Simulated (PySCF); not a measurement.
**Spin states of ReCl**

Unrestricted PBE0; PySCF, scalar-relativistic core potentials, basis sets Re def2-TZVPP with ECP60, Cl def2-TZVPP. Outer shells of the fragments: Re 5d5 6s2; Cl 3s2 3p5.

Followed along the bond (rough minima from three points):

```csv
2Ms+1,unpaired,⟨S²⟩ at the start,R at minimum (Å),Te (eV)
7,"σ ↑↑, π ↑↑, δ ↑↑",12.00,2.37,0.00
5,"π ↑↑, δ ↑↑",6.03,2.19,0.22
5,"σ ↑, π ↑, δ ↑↑",6.01,2.26,0.90
5,"σ ↑, π ↑↑, δ ↑",6.01,2.22,0.99
3,"π ↑↓, δ ↑↑",3.16,2.19,1.30
1,"π ↓↓, δ ↑↑",2.21,2.18,1.72
```

Solutions found at the starting distance of 2.220 Å, counted from the lowest of them; the search is not exhaustive and high or unbound solutions are not listed, so other states can lie among these:

```json
{"2Ms+1": "7", "unpaired": "σ ↑↑, π ↑↑, δ ↑↑", "term": "⁷Σ⁺", "E (eV)": "0.00", "⟨S²⟩": "12.00", "⟨Lz²⟩": "0.00", "μ (D)": "-1.19"}
{"2Ms+1": "5", "unpaired": "π ↑↑, δ ↑↑", "term": "⁵Σ⁺", "E (eV)": "0.09", "⟨S²⟩": "6.03", "⟨Lz²⟩": "0.00", "μ (D)": "-2.64"}
{"2Ms+1": "5", "unpaired": "σ ↑, π ↑, δ ↑↑", "term": "⁵Π", "E (eV)": "0.78", "⟨S²⟩": "6.01", "⟨Lz²⟩": "1.01", "μ (D)": "-3.18"}
{"2Ms+1": "5", "unpaired": "σ ↑, π ↑↑, δ ↑", "term": "⁵Δ", "E (eV)": "0.86", "⟨S²⟩": "6.01", "⟨Lz²⟩": "4.01", "μ (D)": "-2.99"}
{"2Ms+1": "3", "unpaired": "π ↑↓, δ ↑↑", "term": "mixed", "E (eV)": "1.18", "⟨S²⟩": "3.16", "⟨Lz²⟩": "2.36", "μ (D)": "-2.03"}
{"2Ms+1": "1", "unpaired": "π ↓↓, δ ↑↑", "term": "mixed", "E (eV)": "1.60", "⟨S²⟩": "2.21", "⟨Lz²⟩": "0.00", "μ (D)": "-1.70"}
{"2Ms+1": "5", "unpaired": "σ ↑, π ↑, δ ↑↑", "term": "mixed", "E (eV)": "1.65", "⟨S²⟩": "6.02", "⟨Lz²⟩": "2.17", "μ (D)": "-0.25"}
{"2Ms+1": "5", "unpaired": "σ ↑↑, π ↑↓, δ ↑↑", "term": "mixed", "E (eV)": "1.68", "⟨S²⟩": "7.01", "⟨Lz²⟩": "2.01", "μ (D)": "-0.78"}
{"2Ms+1": "3", "unpaired": "σ ↑, π ↓, δ ↑↑", "term": "mixed", "E (eV)": "1.76", "⟨S²⟩": "3.01", "⟨Lz²⟩": "1.03", "μ (D)": "-3.11"}
{"2Ms+1": "3", "unpaired": "σ ↑, π ↑↓, δ ↑", "term": "mixed", "E (eV)": "1.82", "⟨S²⟩": "3.00", "⟨Lz²⟩": "6.07", "μ (D)": "-2.98"}
{"2Ms+1": "3", "unpaired": "δ ↑↑", "term": "mixed", "E (eV)": "1.94", "⟨S²⟩": "2.02", "⟨Lz²⟩": "2.96", "μ (D)": "-2.39"}
{"2Ms+1": "3", "unpaired": "σ ↓, π ↑↑, δ ↑", "term": "mixed", "E (eV)": "1.95", "⟨S²⟩": "3.01", "⟨Lz²⟩": "4.01", "μ (D)": "-3.11"}
{"2Ms+1": "3", "unpaired": "π ↑, δ ↑", "term": "mixed", "E (eV)": "2.03", "⟨S²⟩": "2.31", "⟨Lz²⟩": "5.51", "μ (D)": "-1.98"}
{"2Ms+1": "3", "unpaired": "π ↑, δ ↑", "term": "mixed", "E (eV)": "2.04", "⟨S²⟩": "2.02", "⟨Lz²⟩": "4.90", "μ (D)": "-2.36"}
```

A term symbol is given only where ⟨S²⟩ and ⟨Lz²⟩ are close to those of a pure state; real π, δ and φ orbitals otherwise mix terms. A positive dipole means Re(−)Cl(+).

Compare the gap between the two lowest followed solutions at the starting distance with the gap between their minima.

At PBE0 the second solution (quintet, unpaired electrons π ↑↑, δ ↑↑) lies +0.09 eV from the first (septet, unpaired electrons σ ↑↑, π ↑↑, δ ↑↑) at 2.220 Å and +0.22 eV at the minima; the two curves relax by different amounts, since their minima lie near 2.19 and 2.37 Å.

Spin–orbit coupling is left out. With d or f electrons several states lie close, and the lowest PBE0 determinant need not be the measured ground state.
